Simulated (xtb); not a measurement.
C2H7BO3, SMILES CCOB(O)O. All values are semi-empirical tight-binding results from xtb (GFN2-xTB unless named), good for trends rather than for accurate numbers. Coordinates come from a GFN2-xTB optimisation. Other conformers were not sampled.

Optimised geometry:

```xyz
13

B     -0.0013     0.9410    -0.0381
O      0.3428     2.0716    -0.7175
H     -0.2442     2.8205    -0.6228
O     -1.1230     0.8432     0.7486
H     -1.6632     1.6283     0.8210
O      0.8421    -0.1036    -0.1651
C      0.6060    -1.3525     0.4586
C     -0.3673    -2.2084    -0.3437
H      1.5832    -1.8419     0.5201
H      0.2145    -1.1949     1.4696
H      0.0016    -2.3391    -1.3577
H     -0.4767    -3.1823     0.1260
H     -1.3371    -1.7196    -0.3835
```

Computed properties:
| Item | Value |
|---|---|
| orbital gap | 8.23 eV |
| dipole moment | 2.87 D |
| zero-point energy | 63.4 kcal/mol |
| G − E(el) at 298.15 K (modified RRHO) | 43.8 kcal/mol |
| static polarisability (D4 model) | 54.8 bohr³ |
| solvation energy, GFN2-xTB/ALPB(water) | -10.3 kcal/mol |
| solvation energy, GFN2-xTB/ALPB(thf) | -12.2 kcal/mol |

**Question.** Give the IR lines (harmonic; lines under 4 % of the strongest left out, lines within 3 cm⁻¹ merged). (The exact figures need the calculation; the answer reports its results.)

**Answer.** ν (cm⁻¹): 419 (w), 467 (m), 579 (m), 914 (m), 928 (m), 975 (w), 1119 (m), 1237 (vs), 1262 (w), 1318 (s), 1351 (s), 2914 (w), 2935 (w), 3042 (w), 3047 (w), 3050 (w) (against the strongest line: vs over 80 %, s over 45 %, m over 15 %, w over 4 %, vw less)

Computed atomic charges and the Wiberg bond orders between heavy atoms:
charges (e) B1 0.55, O2 -0.49, H3 0.30, O4 -0.51, H5 0.30, O6 -0.35, C7 0.08, C8 -0.12, H9 0.05, H10 0.04, H11 0.05, H12 0.05, H13 0.05. Bond orders B1–O2 1.10, B1–O4 1.08, B1–O6 1.15, O6–C7 0.96, C7–C8 1.01.
